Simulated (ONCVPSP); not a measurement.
**Plane-wave convergence, ONCV potential for Au (Z = 79)**

Au (Z = 79), optimised norm-conserving Vanderbilt (ONCV), made with ONCVPSP 4.0.1 (PW91, scalar-relativistic). Core [Kr] 4d10 4f14, reference 5s2 5p6 5d9 (charge +2). Waves: 5s: rc 1.45 bohr, ncon 4, nbas 7, qcut 10.6 1/bohr, 3 projectors, debl 3.3 Ha; 5p: rc 1.80 bohr, ncon 4, nbas 7, qcut 9 1/bohr, 2 projectors, debl 1.7 Ha; 5d: rc 1.60 bohr, ncon 4, nbas 8, qcut 9 1/bohr, 1 projector. Local part: polynomial inside 1.25 bohr (lpopt 5, dvloc0 -1 Ha). Core correction: Teter function fitted to the true core (icmod 2), fcfact 0.55.

In the s channel the program set the typed energies aside and used -4.783, 0.050, 3.350 Ha. In the p channel the program set the typed energies aside and used -2.991, 0.250 Ha.

Q: For each optimised wave give the share of its norm inside rc, the residual kinetic energy above qcut (Ha) and the cutoffs (Ha) for errors of 10, 1, 0.1 and 0.01 mHa per electron.

A:

| wave | norm inside rc | residual KE | 10 mHa | 1 mHa | 0.1 mHa | 0.01 mHa |
| --- | --- | --- | --- | --- | --- | --- |
| 5s | 0.947 | 2.0e-07 | 28.7 | 36.1 | 42.4 | 47.4 |
| s projector 2 | 0.042 | 5.4e-08 | 23.1 | 32.4 | 39.7 | 45.7 |
| s projector 3 | 0.053 | 2.6e-07 | 27.4 | 36.1 | 43.2 | 48.9 |
| 5p | 0.962 | 5.7e-08 | 12.4 | 15.5 | 18.0 | 28.2 |
| p projector 2 | 0.075 | 9.6e-08 | 9.8 | 13.3 | 25.3 | 31.8 |
| 5d | 0.637 | 6.5e-08 | 16.5 | 21.3 | 25.3 | 28.6 |

The occupied waves need 36 Ha and 42 Ha for 1 and 0.1 mHa.
